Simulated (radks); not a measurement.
Problem. Species: Cd XXXII. Configuration: [Ne] 3s2 3p5. Method: Dirac Kohn-Sham, LB94 model potential, spin-unpolarised, spherical densities, finite nucleus; open shells fill j = l - 1/2 first; Fermi nuclear charge, rms radius 4.6087 fm; computed with a radial shooting solver on a logarithmic mesh with Libxc functionals. Some entries of the table are withheld. Estimate them.

orbital,occ.,eigenvalue (eV),<r^2> (bohr^2),<1/r> (bohr^-1)
1s1/2,2,-28258.36,0.001245,50.69
2s1/2,2,-5553.746,0.01981,11.83
2p1/2,2,-5297.368,(1),11.79
2p3/2,4,-5099.607,(2),11.06
3s1/2,2,(3),0.1194,4.619
3p1/2,2,-1967.898,(4),4.574
3p3/2,3,-1921.707,(5),4.383

Solution. 
(1) 2p1/2 <r^2> (bohr^2): 0.01474
(2) 2p3/2 <r^2> (bohr^2): 0.01598
(3) 3s1/2 eigenvalue (eV): -2060.921
(4) 3p1/2 <r^2> (bohr^2): 0.1106
(5) 3p3/2 <r^2> (bohr^2): 0.1163
